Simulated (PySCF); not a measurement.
CsN: one state, many levels of theory

State: ³Π (triplet), unpaired electrons σ ↑, π ↑. Set-up: basis Cs def2-TZVP with ECP46, N def2-TZVP; scalar-relativistic core potentials; PySCF 2.14. De refers to Cs + N in their high-spin ground configurations, without counterpoise correction. The functionals are run spin-unrestricted. A positive dipole means Cs(−)N(+).

| Level | Re (Å) | ωe (cm⁻¹) | De (eV) | μ (D) |
| --- | --- | --- | --- | --- |
| ROHF | 2.634 | 325 | -0.71 | -9.69 |
| ROHF-MP2 | 2.570 | 328 | 0.56 | n/a |
| ROHF-SCS-MP2 | 2.583 | 326 | 0.67 | n/a |
| PBE | 2.534 | 327 | 1.39 | -7.86 |
| revPBE | 2.560 | 315 | 1.27 | -8.02 |
| r²SCAN | 2.548 | 331 | 1.15 | -8.31 |
| M06-L | 2.573 | 336 | 1.60 | -8.62 |
| PBE0 | 2.530 | 338 | 1.12 | -8.27 |
| MN15 | 2.557 | 337 | 1.13 | -8.57 |
| CAM-B3LYP | 2.560 | 335 | 1.21 | -8.67 |

The bond length runs from 2.530 Å (PBE0) to 2.634 Å (ROHF). De spans -0.71 eV (ROHF, mean field) to 1.60 eV (M06-L, meta-GGA).

Correlated steps freeze 1 core orbital. Spin–orbit coupling is left out, which matters for elements this heavy, above all for dissociation energies. A negative De means that the minimum lies above the separated atoms at that level. The state was picked by a PBE0 search and need not be the measured ground state.
